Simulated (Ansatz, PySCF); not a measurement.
GaCl2, SMILES [Cl][Ga][Cl], multiplicity 2. Atoms are numbered in the order given.

```xyz
3

Ga     0.0000     0.0000     0.5752
Cl     0.0000    -1.8585    -0.5240
Cl     0.0000     1.8585    -0.5240
```
Charge 0, spin multiplicity 2.

Geometry optimised at PBE0-D3(BJ)/def2-TZVP. The spin state was assumed, not searched. The isomer is the one that the SMILES or the coordinates give; other isomers of the formula were not compared.

Two levels are set side by side: PBE-D3(BJ)/def2-TZVP (Ansatz, a first-principles code) and PBE0-D3(BJ)/def2-TZVP (Ansatz). Each level has its own optimised geometry; the coordinates shown are those of the second. Frequencies come from the Hessian of PySCF at each geometry. Differences are taken from unrounded values.

```
quantity                            PBE0-D3(BJ)  PBE-D3(BJ)  PBE-D3(BJ) minus PBE0-D3(BJ)
----------------------------------  -----------  ----------  ----------------------------
mean bond length (Å)                      2.159       2.184                         0.025
bond Ga1–Cl2 (Å)                          2.159       2.184                         0.025
bond Ga1–Cl3 (Å)                          2.159       2.184                         0.025
highest harmonic wavenumber (cm⁻¹)          420         396                           -24
mean harmonic wavenumber (cm⁻¹)             303         283                           -20
zero-point energy (kcal/mol)               1.30        1.21                         -0.08
```

GGA bonds tend to be longer and softer than those of functionals with exact exchange. Differences between two approximate levels are no errors against the true value.
